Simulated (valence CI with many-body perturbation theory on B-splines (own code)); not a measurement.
**Ho XXXV: electric-dipole lines**

Method: configuration interaction combined with many-body perturbation theory (CI+MBPT): five valence electrons over a frozen Dirac-Fock core [Ar] 3d10, a basis of 11 s, 11 p, 10 d, 8 f, 5 g, 2 h functions for each j, with the one-electron correlation potential Σ1 (screened to all orders), the two-electron term Σ2, the three-electron term Σ3, Breit, model QED; selected single and double excitations, second order for the rest, scaled by the run's own slope (own B-spline code, finite nucleus).

The last digits are not significant, and no measured levels were compared; by estimate large intervals hold to a few tenths of a per cent, small ones and those within an open d or f shell to about a per cent. Among the levels kept, up to 2100 cm⁻¹ of a level comes from second order outside the variational space, and about a tenth of that is noise between levels of different J, which matters for small intervals.

Lines 1 to 50 of 558 in falling wavelength, among levels below 3252.6 × 10³ cm⁻¹, chosen from the strongest by gf and those to the six lowest levels. Wavelengths and rates use the calculated energies. Electric multipoles are in the length gauge with retardation, E1 and E2 with the static RPA response of the core. Weak lines are less certain than strong ones. Lines between different terms over intervals too small for the method are left out, as are lines whose strength nearly cancels. Where a level lies close to another of its J and parity, the split of strength between their lines is uncertain. The highest levels of a list are the least certain.

Levels are named by their leading jj configuration (3d3/2^4 stands for four electrons in 3d with j = 3/2), which in mixed levels can hold well under half, so a name can repeat and another be missing. Letters in brackets count levels of one name in rising energy.

```
λ vac (nm)                               Upper                               Lower   A (s⁻¹)  S (a.u.) with core polarisation  S without
     36.19          (4s 4p1/2^2 4p3/2^2) J=3/2                (4s^2 4p3/2^3) J=3/2  3.67e+07                         3.44e-03   3.67e-03
     19.38      (4s 4p1/2^2 4p3/2 4d3/2) J=7/2  (4s^2 4p1/2 4p3/2 4d3/2) J=5/2 [b]  2.87e+09                         8.25e-02   8.83e-02
     18.53  (4s^2 4p1/2 4p3/2 4d3/2) J=5/2 [a]                (4s^2 4p3/2^3) J=3/2  2.29e+08                         4.33e-03   4.64e-03
     18.48  (4s^2 4p1/2 4p3/2 4d3/2) J=1/2 [a]                (4s^2 4p3/2^3) J=3/2  2.68e+08                         1.67e-03   1.79e-03
     17.88            (4s 4p1/2 4p3/2^3) J=3/2                (4s^2 4p3/2^3) J=3/2  1.03e+09                         1.16e-02   1.25e-02
     17.65  (4s 4p1/2^2 4p3/2 4d5/2) J=7/2 [a]  (4s^2 4p1/2 4p3/2 4d5/2) J=5/2 [b]  3.64e+09                         7.90e-02   8.45e-02
     17.12      (4s 4p1/2^2 4p3/2 4d5/2) J=9/2      (4s^2 4p1/2 4p3/2 4d5/2) J=9/2  4.18e+09                         1.04e-01   1.11e-01
     16.96          (4s^2 4p1/2^2 4d3/2) J=3/2          (4s^2 4p1/2 4p3/2^2) J=5/2  1.28e+09                         1.24e-02   1.32e-02
     16.87  (4s 4p1/2^2 4p3/2 4d5/2) J=7/2 [a]  (4s^2 4p1/2 4p3/2 4d5/2) J=7/2 [b]  3.79e+09                         7.18e-02   7.68e-02
     16.85          (4s 4p1/2^2 4p3/2^2) J=5/2          (4s^2 4p1/2 4p3/2^2) J=5/2  4.26e+09                         6.04e-02   6.46e-02
     16.58  (4s 4p1/2 4p3/2^2 4d3/2) J=7/2 [c]          (4s^2 4p3/2^2 4d3/2) J=7/2  4.24e+09                         7.62e-02   8.17e-02
     16.55            (4s 4p1/2 4p3/2^3) J=5/2                (4s^2 4p3/2^3) J=3/2  4.28e+09                         5.74e-02   6.15e-02
     16.39     (4s 4p1/2 4p3/2^2 4d5/2) J=11/2          (4s^2 4p3/2^2 4d5/2) J=9/2  8.09e+09                         2.11e-01   2.26e-01
     16.33      (4s 4p1/2^2 4p3/2 4d3/2) J=7/2      (4s^2 4p1/2 4p3/2 4d3/2) J=7/2  5.02e+09                         8.63e-02   9.23e-02
     16.30  (4s 4p1/2 4p3/2^2 4d5/2) J=9/2 [b]          (4s^2 4p3/2^2 4d5/2) J=7/2  4.19e+09                         8.95e-02   9.58e-02
     16.00       (4p1/2^2 4p3/2^2 4d3/2) J=7/2  (4s 4p1/2 4p3/2^2 4d3/2) J=7/2 [c]  6.88e+09                         1.11e-01   1.19e-01
     16.00          (4s 4p1/2^2 4d3/2^2) J=5/2          (4s^2 4p1/2 4d3/2^2) J=5/2  5.75e+09                         6.98e-02   7.46e-02
     16.00      (4s 4p1/2^2 4p3/2 4d5/2) J=9/2  (4s^2 4p1/2 4p3/2 4d5/2) J=7/2 [a]  8.84e+09                         1.79e-01   1.91e-01
     15.94          (4s^2 4p1/2^2 4d3/2) J=3/2          (4s^2 4p1/2 4p3/2^2) J=3/2  2.53e+08                         2.03e-03   2.17e-03
     15.84          (4s 4p1/2^2 4p3/2^2) J=5/2          (4s^2 4p1/2 4p3/2^2) J=3/2  7.04e+09                         8.28e-02   8.86e-02
     15.81  (4s 4p1/2^2 4p3/2 4d3/2) J=5/2 [a]  (4s^2 4p1/2 4p3/2 4d3/2) J=5/2 [a]  5.57e+09                         6.52e-02   6.97e-02
     15.16  (4s 4p1/2 4p3/2^2 4d5/2) J=7/2 [e]      (4s^2 4p3/2^2 4d5/2) J=5/2 [a]  5.96e+09                         8.19e-02   8.76e-02
     15.02          (4s 4p1/2^2 4p3/2^2) J=1/2          (4s^2 4p1/2 4p3/2^2) J=1/2  1.70e+10                         5.70e-02   6.09e-02
     15.00  (4s^2 4p1/2 4p3/2 4d3/2) J=1/2 [b]                (4s^2 4p3/2^3) J=3/2  4.71e+09                         1.57e-02   1.68e-02
     14.85  (4s 4p1/2^2 4p3/2 4d5/2) J=5/2 [b]  (4s^2 4p1/2 4p3/2 4d5/2) J=7/2 [b]  6.20e+09                         6.02e-02   6.44e-02
     14.82  (4s^2 4p1/2 4p3/2 4d3/2) J=5/2 [b]                (4s^2 4p3/2^3) J=3/2  4.12e+08                         3.97e-03   4.23e-03
     14.71  (4s^2 4p1/2 4p3/2 4d3/2) J=3/2 [b]                (4s^2 4p3/2^3) J=3/2  9.36e+08                         5.89e-03   6.31e-03
     14.47  (4s 4p1/2 4p3/2^2 4d5/2) J=7/2 [b]          (4s^2 4p3/2^2 4d5/2) J=9/2  4.95e+09                         5.93e-02   6.33e-02
     14.38  (4s 4p1/2^2 4p3/2 4d5/2) J=3/2 [a]            (4s 4p1/2 4p3/2^3) J=5/2  2.03e+10                         1.19e-01   1.27e-01
     14.21  (4s^2 4p1/2 4p3/2 4d5/2) J=3/2 [a]                (4s^2 4p3/2^3) J=3/2  1.27e+09                         7.21e-03   7.71e-03
     14.10  (4s 4p1/2^2 4p3/2 4d3/2) J=5/2 [b]      (4s^2 4p1/2 4p3/2 4d3/2) J=7/2  1.23e+10                         1.02e-01   1.09e-01
     14.07  (4s 4p1/2^2 4p3/2 4d3/2) J=3/2 [b]  (4s^2 4p1/2 4p3/2 4d3/2) J=5/2 [a]  1.05e+10                         5.80e-02   6.20e-02
     13.91  (4s 4p1/2^2 4p3/2 4d5/2) J=7/2 [b]      (4s^2 4p1/2 4p3/2 4d5/2) J=9/2  1.70e+10                         1.80e-01   1.93e-01
     13.82       (4p1/2^2 4p3/2^2 4d3/2) J=7/2      (4s 4p1/2 4p3/2^2 4d3/2) J=9/2  2.12e+10                         2.22e-01   2.37e-01
     13.69  (4s^2 4p1/2 4p3/2 4d3/2) J=1/2 [c]                (4s^2 4p3/2^3) J=3/2  3.60e+09                         9.12e-03   9.75e-03
     13.61             (4p1/2^2 4p3/2^3) J=3/2  (4s^2 4p1/2 4p3/2 4d5/2) J=5/2 [a]  1.21e+10                         6.01e-02   6.42e-02
     13.58          (4s 4p1/2^2 4p3/2^2) J=3/2          (4s^2 4p1/2 4p3/2^2) J=5/2  1.78e+10                         8.79e-02   9.39e-02
     13.52          (4s^2 4p1/2^2 4f5/2) J=5/2  (4s^2 4p1/2 4p3/2 4d5/2) J=7/2 [b]  7.83e+09                         5.74e-02   6.13e-02
     13.42  (4s^2 4p1/2 4p3/2 4d5/2) J=5/2 [a]                (4s^2 4p3/2^3) J=3/2  4.31e+09                         3.08e-02   3.30e-02
     13.29          (4s^2 4p1/2^2 4d5/2) J=5/2          (4s^2 4p1/2 4p3/2^2) J=5/2  1.07e+09                         7.42e-03   7.93e-03
     13.21      (4s 4p1/2^2 4d3/2 4d5/2) J=5/2  (4s 4p1/2 4p3/2^2 4d3/2) J=7/2 [a]  1.39e+10                         9.50e-02   1.01e-01
     13.16  (4s 4p1/2^2 4p3/2 4d5/2) J=7/2 [b]  (4s^2 4p1/2 4p3/2 4d5/2) J=7/2 [a]  7.44e+09                         6.70e-02   7.15e-02
     13.05  (4s 4p1/2 4p3/2^2 4d5/2) J=9/2 [c]          (4s^2 4p3/2^2 4d5/2) J=9/2  8.64e+09                         9.48e-02   1.01e-01
     12.98  (4s^2 4p1/2 4p3/2 4d5/2) J=3/2 [b]                (4s^2 4p3/2^3) J=3/2  6.74e+09                         2.91e-02   3.11e-02
     12.92          (4s 4p1/2^2 4p3/2^2) J=3/2          (4s^2 4p1/2 4p3/2^2) J=3/2  6.89e+09                         2.93e-02   3.13e-02
     12.78       (4p1/2^2 4p3/2^2 4d3/2) J=3/2  (4s 4p1/2 4p3/2^2 4d3/2) J=5/2 [a]  2.07e+10                         8.51e-02   9.09e-02
     12.66  (4s^2 4p1/2 4p3/2 4d5/2) J=5/2 [b]                (4s^2 4p3/2^3) J=3/2  1.61e+09                         9.66e-03   1.03e-02
     12.66          (4s^2 4p1/2^2 4d5/2) J=5/2          (4s^2 4p1/2 4p3/2^2) J=3/2  2.06e+09                         1.24e-02   1.32e-02
     12.36  (4s^2 4p1/2 4p3/2 4d5/2) J=3/2 [c]                (4s^2 4p3/2^3) J=3/2  6.21e+09                         2.31e-02   2.47e-02
     11.89      (4s^2 4p1/2 4p3/2 4d5/2) J=1/2                (4s^2 4p3/2^3) J=3/2  4.29e+09                         7.12e-03   7.60e-03
```
